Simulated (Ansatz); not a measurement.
A nudged elastic band was laid between two geometries of AlClH6O2Sn (11 atoms, charge 0, multiplicity 1).

All numbers below come from RKS PBE/def2-SVP (Ansatz).

```json
{
 "movable images": "7",
 "climbing image": "yes",
 "spring": "5.0 eV/Å²",
 "optimiser": "quadratic models (default)",
 "start path": "through a guess of the saddle point",
 "force threshold": "0.05 eV/Å",
 "iteration limit": "60",
 "end points": "relaxed"
}
```

Initial state:

```xyz
11
Properties=species:S:1:pos:R:3
Sn -0.179 0.127 0.207
H -0.488 -1.161 1.295
O 2.075 -0.137 0.565
H 2.610 -0.408 -0.203
Cl -2.271 1.349 0.307
H 0.089 0.006 -1.486
O 0.688 1.837 1.136
Al 2.506 1.443 1.442
H 2.744 1.259 3.014
H 3.479 2.336 0.529
H 0.043 2.487 1.473
```

Final state:

```xyz
11
Properties=species:S:1:pos:R:3
Sn 0.268 0.389 -0.124
H -1.867 0.457 3.052
O 2.379 0.296 -0.286
H 2.807 0.559 -1.125
Cl -0.470 1.647 -1.981
H -0.471 -1.160 -0.172
O 0.746 1.366 1.496
Al 2.582 1.435 1.342
H 3.327 0.572 2.469
H 3.192 2.812 0.781
H -1.196 0.766 2.828
```

Q: What changes between the two ends?

A: Bonds broken: Sn1–H2, O7–H11. Bonds formed: H2–H11. AlClH6O2Sn becomes AlClH4O2Sn + H2.

Q: Give the energies along the band, and the barrier.

A: It converged. The highest image is number 5 of 0 to 8, 178.6 kJ/mol above the first end and 58.4 kJ/mol above the last; the last end lies 120.2 kJ/mol above the first. The profile has 2 maxima (images 3, 5) with wells between them (image 4): this band takes more than one step, which may be the mechanism or a detour left from its start path. A structure lower than the last end lies on the path between it and the top, so the climb from that side starts below the end, which may itself be a saddle point or a shallow side well. Neighbouring images differ by up to 1.7 eV, so the band resolves the path poorly. A vibrational analysis at the climbing image gives one clearly imaginary mode, 1279i cm⁻¹: a first-order saddle point. The orbitals stay closed-shell, which can raise the energy where a bond breaks towards radicals; this wasn't checked here.

```
image  path coordinate (Å)  energy (kJ/mol)  Sn1–H2 (Å)  O7–H11 (Å)  H2–H11 (Å)
    0                 0.00              0.0        1.71        0.98        3.69
    1                 1.54              9.6        1.72        0.98        3.48
    2                 3.09             22.9        1.73        0.97        3.07
    3                 4.63             25.0        1.74        0.97        2.71
    4                 6.17             13.0        1.74        0.97        2.57
    5                 7.71            178.6        2.12        1.33        0.99
    6                 8.66            123.2        2.75        2.13        0.78
    7                 9.61            119.7        3.31        2.47        0.77
    8                10.56            120.2        3.83        2.43        0.77
```

Q: What is the geometry of the highest image?

A: 
```xyz
11
Properties=species:S:1:pos:R:3
Sn 0.021 0.195 0.283
H -1.357 0.630 1.827
O 2.119 0.445 -0.185
H 2.340 0.832 -1.054
Cl -0.935 1.447 -1.471
H -0.241 -1.495 0.134
O 0.785 1.193 1.879
Al 2.571 1.431 1.428
H 3.550 0.539 2.329
H 2.952 2.916 0.952
H -0.507 1.006 2.158
```

The run took 2.8 min on 4 threads of AMD EPYC 9R45 96-Core Processor (Zen 5), with other jobs on the host, peak memory 0.2 GiB.
